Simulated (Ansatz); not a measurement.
Total energies of Cd₁₂H₃₀S₁₂, a nanocrystal cut from wurtzite CdS (hydrogen-capped) from Ansatz at PBE0-D4/def2-TZVP, gas phase (1 Eh = 27.2114 eV = 2625.5 kJ/mol). The reference geometry is relaxed at r2SCAN-D4/def2-SVP.

```xyz
54

Cd   -1.060   -4.015    3.611
S     1.699   -2.709    4.073
Cd   -2.988   -3.063    1.205
S    -4.476   -0.416    0.888
S    -0.866   -1.908    1.466
Cd   -1.357    0.507    2.209
Cd    3.310   -0.630    2.947
S     1.354    1.100    2.795
Cd   -3.814    2.251   -0.457
S    -1.476    2.080    0.179
Cd   -2.403    4.893    0.736
Cd    2.752    3.058    1.768
S     0.546    4.876    1.650
S    -2.632   -3.283   -1.825
Cd    0.564   -2.512   -0.583
S     2.946   -1.395    0.472
Cd   -1.430   -1.458   -3.960
S    -3.267    0.835   -3.107
S     0.311   -0.735   -2.427
Cd   -0.084    1.762   -1.962
Cd    4.408    0.465   -0.644
S     2.406    2.147   -0.660
Cd    1.593   -1.399   -5.072
S     3.948   -0.459   -3.313
H    -1.835   -3.050    4.764
H    -0.437   -5.281    2.678
H     1.843   -2.375    5.378
H     2.655   -3.665    4.157
H    -4.286   -4.101    1.394
H    -4.002    0.036    2.087
H    -5.761   -0.481    1.309
H    -2.414    0.767    3.544
H     4.728   -0.574    3.862
H     1.337    1.509    4.085
H    -5.365    2.809   -0.740
H    -3.001    4.582    2.288
H    -2.050    5.520   -0.794
H     4.050    3.918    2.421
H     0.626    5.356    2.914
H     1.208    5.945    1.145
H    -3.272   -4.359   -2.341
H    -1.444   -3.939   -1.668
H     0.735   -4.163   -1.044
H     3.843   -2.408    0.437
H    -2.264   -1.990   -5.308
H    -4.124    1.205   -4.088
H    -2.321    1.760   -3.447
H    -0.333    2.840   -3.282
H     6.066    0.758   -0.513
H     2.990    3.159   -1.345
H     1.861   -3.038   -4.754
H     1.359    0.123   -5.773
H     4.967   -1.348   -3.385
H     4.658    0.490   -3.968
```

```json
{"state": "charge 0 singlet", "geometry": "reference", "energy (Eh)": "-6808.20252"}
{"state": "charge 1 doublet", "geometry": "reference", "energy (Eh)": "-6807.93294"}
{"state": "charge -1 doublet", "geometry": "reference", "energy (Eh)": "-6808.22998"}
{"state": "free Cd atom (singlet)", "geometry": "–", "energy (Eh)": "-167.77479"}
{"state": "free S atom (triplet)", "geometry": "–", "energy (Eh)": "-397.97371"}
{"state": "free H atom (doublet)", "geometry": "–", "energy (Eh)": "-0.50104"}
```

In the def2 sets Cd takes a core potential; there is no spin–orbit coupling. Single mean-field runs in def2-TZVP are fitted with def2-universal-jkfit.

(1) Work out the vertical ionisation energy to the doublet.

(2) Work out the vertical electron affinity, to the doublet.

(3) Give the fundamental gap IE − EA, the Mulliken electronegativity (IE + EA)/2 and the hardness (IE − EA)/2.

(4) What is the binding energy per atom against free atoms?

(1) E(charge 1 doublet) − E(charge 0 singlet) = -6807.93294 − (-6808.20252) = 0.26958 Eh = 7.34 eV. For comparison, −ε of the highest occupied level is 6.33 eV at this level, 1.01 eV less.

(2) E(charge 0 singlet) − E(charge -1 doublet) = -6808.20252 − (-6808.22998) = 0.02746 Eh = 0.75 eV. The basis lacks diffuse functions, which makes affinities too small.

(3) From the values in Eh: IE − EA = 0.26958 − 0.02746 = 0.24212 Eh = 6.59 eV; (IE + EA)/2 = 4.04 eV; (IE − EA)/2 = 3.29 eV. The HOMO–LUMO gap of the same run is 4.79 eV, 1.80 eV smaller than the fundamental gap.

(4) Atoms: 12 × (-167.77479) + 12 × (-397.97371) + 30 × (-0.50104) = -6804.01320 Eh. Binding: -6804.01320 − (-6808.20252) = 4.18932 Eh = 114.00 eV, or 2.11 eV for each of 54 atoms (no zero-point energy, no counterpoise term).

At PBE0-D4/def2-TZVP the highest occupied level of the charge -1 doublet lies above zero (up to 0.19 eV). By energy differences its removal costs 0.75 eV (vertical, to the charge 0 singlet, at PBE0-D4/def2-TZVP); self-interaction error and the lack of diffuse functions both raise the level.
